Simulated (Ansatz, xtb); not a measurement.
Relative energy of two isomers of C3H6F2O3S

Structure I: `CS(=O)(=O)COC(F)F`, a singlet. Structure II: `CS(=O)(=O)OCC(F)F`, a singlet. Both are isolated molecules in the gas phase, relaxed with PBE0-D3(BJ)/def2-SVP, each in the lowest conformer that the search found.

Q: Estimate which is lower in electronic energy at CCSD(T)/def2-SVP + ΔMP2/def2-TZVPP, and by roughly how much.

A: Not settled: CCSD(T)/def2-SVP + ΔMP2/def2-TZVPP gives E(II) − E(I) = −0.203 eV, but this leans on the basis-set step: CCSD(T) alone gives −0.026 eV.

Level by level:

| level | geometry | E(II) − E(I) (eV) | departure from the last row (eV) | job, with rough time for the two |
| --- | --- | --- | --- | --- |
| PBE0-D3(BJ)/def2-SVP | PBE0-D3(BJ)/def2-SVP | +0.050 | +0.253 | optimisation, 83 s |
| HF/def2-SVP | PBE0-D3(BJ)/def2-SVP | +0.025 | +0.228 | part of the CCSD(T) run |
| MP2/def2-SVP | PBE0-D3(BJ)/def2-SVP | −0.052 | +0.152 | part of the CCSD(T) run |
| CCSD(T)/def2-SVP | PBE0-D3(BJ)/def2-SVP | −0.026 | +0.178 | single point |
| CCSD(T)/def2-SVP + ΔMP2/def2-TZVPP | PBE0-D3(BJ)/def2-SVP | −0.203 |  | single point, 3.5 min |

As drawn, II has 1 O–S, 1 C–C in place of 1 C–S, 1 C–O.

PBE0-D3(BJ)/def2-SVP, HF/def2-SVP put the two in the other order. The largest departure from CCSD(T)/def2-SVP + ΔMP2/def2-TZVPP is that of PBE0-D3(BJ)/def2-SVP, 0.253 eV. Levels run at GFN2-xTB geometries aren't shown. The last row adds to CCSD(T) the change of the MP2 difference between the two basis sets, here −0.178 eV, a large step that makes the value less sure.

With thermal terms from frequencies at re-optimised GFN2-xTB minima (ideal gas, soft modes damped towards free rotors, one conformer each, 298.15 K, 1 atm): on the last row, ΔE + ΔZPE = −0.191, ΔH = −0.190, ΔG = −0.196 eV.

The correlated steps freeze 13 core orbitals. Codes used: Ansatz 0.2.0, xtb 6.7.1; the last row on 4 threads of Arm Neoverse V1 on a shared host.
